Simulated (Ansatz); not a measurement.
Mulliken charges of `[OH][Hf]([SH])([SH])[SH]` from r2SCAN/def2-TZVPP in Ansatz (PBE0-D4/def2-TZVP geometry).

```csv
atom,x (Å),y (Å),z (Å),charge (e)
O1,-1.815,-0.486,-1.079,-0.422
Hf2,-0.145,-0.153,-0.254,0.833
S3,1.602,-1.202,-1.592,-0.316
S4,0.459,2.213,-0.135,-0.331
S5,-0.251,-1.017,2.030,-0.326
H6,-2.656,-0.388,-1.517,0.204
H7,2.471,-1.102,-0.566,0.117
H8,-0.519,2.447,0.764,0.119
H9,0.854,-0.313,2.349,0.122
```

Question: By hand: the dipole of these point charges (1 e Å = 4.8032 D).

Answer: Σ q r = (-0.141, 0.101, 0.132) e Å, of length 0.218 e Å = 1.05 D.

Question: How does the dipole of the full density compare? (Estimate.)

Answer: Ansatz gave: (-0.383, 0.065, -0.031) e Å, 1.87 D; the point charges give 0.56 times that, at 48° from its direction.

Point charges leave out the atoms' own dipoles, such as those of lone pairs, and Mulliken's split depends on the basis, so the two needn't agree.
